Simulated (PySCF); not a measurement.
Cl₃Ga, SMILES [Cl][Ga-]([Cl])[Cl], charge -1, multiplicity 2.

Coordinates come from a B3LYP-D3(BJ)/def2-SVPD optimisation.

Two levels are set side by side: PBE/def2-TZVPD (PySCF) and CAM-B3LYP/def2-TZVPD (PySCF). Same geometry, gas phase. Differences are taken from unrounded values.

```tsv
quantity	CAM-B3LYP
α-spin orbital gap (eV)	6.55
β-spin orbital gap (eV)	7.50
mean polarisability (bohr³)	96.3
```

### Question
What does PBE give, and how far is it from CAM-B3LYP? (The exact figures need the calculation; the answer reports its results.)

### Answer

```csv
quantity,PBE,PBE minus CAM-B3LYP
α-spin orbital gap (eV),3.55,-3.00
β-spin orbital gap (eV),3.15,-4.35
mean polarisability (bohr³),105.4,9.0
```

Loosely held outer electrons make PBE densities more polarisable. Differences between two approximate levels are no errors against the true value.

Rough cost on one machine, each run with all the roots and properties that it gave: CAM-B3LYP against PBE within a factor of 2.
